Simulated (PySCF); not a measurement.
# Fractional electron number in Rh⁺ (rhodium, charge +1)

The 4d beta orbital of [Kr] 4d8 is emptied in steps (occupation f), with all orbitals relaxed, ending at [Kr] 4d7. Calculation: PySCF 2.14, in def2-SVP with the def2 core potential (28 electrons); scalar relativity through the core potential. The exact energy is a straight line in f; departures are measured from the line between the end points of the same method.

| f | CAM-B3LYP (eV) |
| --- | --- |
| 1 | 0.000 |
| 0.75 | -0.468 |
| 0.5 | -0.639 |
| 0.25 | -0.490 |
| 0 | 0.000 |

| method | E(f=0) − E(f=1) (eV) | −ε at f=1 (eV) | −ε at f=0.5 (eV) |
| --- | --- | --- | --- |
| CAM-B3LYP | 18.598 | 16.155 | 18.541 |

Orbital energy along the path (eV):

| f | CAM-B3LYP |
| --- | --- |
| 1 | -16.155 |
| 0.75 | -17.307 |
| 0.5 | -18.541 |
| 0.25 | -19.860 |
| 0 | -21.276 |

Reference removal energy between the ground levels: 18.08 eV (semi-empirical (NIST evaluation); NIST Atomic Spectra Database, ionization energies). The calculation has no spin-orbit coupling. The determinant left behind need not be the lowest term of the ion.
